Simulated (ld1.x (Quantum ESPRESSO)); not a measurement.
**Pseudopotential generation for vanadium (V): ultrasoft, revPBE, scalar-relativistic.**

- Element: V
- Generator: ld1.x (Quantum ESPRESSO) 7.5
- Type: ultrasoft
- Functional: revPBE
- Relativity: scalar-relativistic
- Frozen core: [Ne]
- Valence charge: 13
- Reference configuration: 3s2 3p6 3d3 4s2 4p0
- Partial waves: 3s (bound): rcut 1.60, rcutus 1.90 bohr; 4s (bound): rcut 1.60, rcutus 1.90 bohr; 3p (bound): rcut 2.15, rcutus 2.30 bohr; 4p (bound, empty): rcut 2.15, rcutus 2.30 bohr; 3d (bound): rcut 1.65, rcutus 1.85 bohr; 3d channel at 0.3 Ry: rcut 1.65, rcutus 1.85 bohr
- Local potential: all-electron potential smoothed inside 1.90 bohr (lloc = -2)
- Core correction: Bessel-smoothed model core, default radius (core density twice the valence density)
- Augmentation charge: PSQ, radius 1.75 bohr

Poles of the logarithmic derivatives, all-electron (AE) and pseudo (PS). s: poles at -5.1, 2.5 (AE) and -5.1, 2.5 (PS) Ry. p: poles at -3.2, 3.5 (AE) and -3.2, 4.0 (PS) Ry. d: poles at -0.1, 5.0 (AE) and -0.1 (PS) Ry. Test radius 2.51 bohr.

- Cutoffs needed: 30 Ry and 50 Ry (the cutoffs (Ry, on a coarse ladder) from which the occupation-weighted sum of valence levels, in a spherical-Bessel basis at the reference potential, stays within 10 and 1 mRy of its value at 400 Ry)
- Ghost test: no extra level below or beside the all-electron valence levels (s, p, d, f tested) (spherical-Bessel basis up to 400 Ry, 20 bohr box)
- Configuration tests: test run stopped at test 2 of 7 (negative rho)
- Lowest eigenvalue of the overlap operator: 0.09 (s channel)
- Density cutoff estimated by the generator: 149 Ry
